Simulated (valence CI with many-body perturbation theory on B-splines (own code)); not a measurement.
Questions on Tm LXIII

Method: configuration interaction combined with many-body perturbation theory (CI+MBPT): five valence electrons over a frozen Dirac-Fock core [He], a basis of 11 s, 11 p, 10 d, 8 f, 5 g, 2 h functions for each j, with the one-electron correlation potential Σ1, the two-electron term Σ2, the three-electron term Σ3, Breit, model QED; selected CI, second order for the rest, scaled by the run's own slope (own B-spline code, finite nucleus).

The last digits are not significant, and no measured levels were compared; by estimate large intervals hold to a few tenths of a per cent, small ones and those within an open d or f shell to about a per cent. Among the levels kept, up to 7400 cm⁻¹ of a level comes from second order outside the variational space, and about a tenth of that is noise between levels of different J, which matters for small intervals.

Levels are named by their leading jj configuration (3d3/2^4 stands for four electrons in 3d with j = 3/2), which in mixed levels can hold well under half, so a name can repeat and another be missing.

Rates and lifetimes use the calculated energies. Strong lines usually hold to 10 to 20 %, long lifetimes can be off by a factor of two.

(1) What is the ground level?

(2) Among levels below 10809 eV, which E1 lines absorb most strongly from the ground level?

(3) Where does the other parity begin?

(4) Name the longest-lived excited levels whose lifetime is computed, and their main decay.

(5) How well does LS coupling describe the low levels?

Results:

(1) (2s^2 2p1/2^2 2p3/2) J=3/2, composition 48 % 2s2.2p3 2P° + 27 % 2s2.2p3 2D° + 24 % 2s2.2p3 4S°, g = 1.321.

(2) to (2s^2 2p1/2^2 3d5/2) J=5/2 at 0.1509 nm, f = 0.547; to (2s^2 2p1/2 2p3/2 3d3/2) J=5/2 at 0.1351 nm, f = 0.505; to (2s^2 2p1/2 2p3/2 3d3/2) J=3/2 at 0.1350 nm, f = 0.288.

(3) At (2s 2p1/2^2 2p3/2^2) J=5/2, 1312 eV.

(4) (2s^2 2p1/2 2p3/2^2) J=5/2 at 1025 eV lives 614 ps, mostly by M1 to (2s^2 2p1/2^2 2p3/2) J=3/2; (2s^2 2p1/2 2p3/2^2) J=1/2 at 1071 eV lives 183 ps, mostly by M1 to (2s^2 2p1/2^2 2p3/2) J=3/2; (2s^2 2p1/2 2p3/2^2) J=3/2 at 1002 eV lives 105 ps, mostly by M1 to (2s^2 2p1/2^2 2p3/2) J=3/2.

(5) Among the lowest 20 levels the leading LS term, summed over configurations, holds 63 % on average. For single configurations the figures are 63 % in LS and 100 % in jj coupling. Terms mix most in the J = 3/2 level at 8044 eV, where the leading one holds 34 %.
